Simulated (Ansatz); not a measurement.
## Ansatz (development build ahead of 0.2.0) run

```yaml
crystal:
  periodic: [false, false, false]
  atoms:
    - { symbol: Ho, position_ang: [0.0, 0.0, 0.0] }
    - { symbol: O, position_ang: [0.0, 1.52991, 0.97466] }
    - { symbol: Cl, position_ang: [0.0, -2.08908, 1.33089] }
basis:
  gaussian: { orbitals: def2-TZVPP }
magnetization:
  spin_polarized: true
  initial_magnetization: 4
hamiltonian:
  xc: pbe
```

The input is written out in the form of the current development build from the run's settings. The basis set brings a core potential for Ho, so the total leaves out those core electrons.

Output:

| Property | Result |
| --- | --- |
| Converged | yes |
| Total energy | -1483.80681 hartree |
| Spin squared of the determinant | 6.005 |
| Stability test | minimum |

Caution: other spin multiplicities were not run.
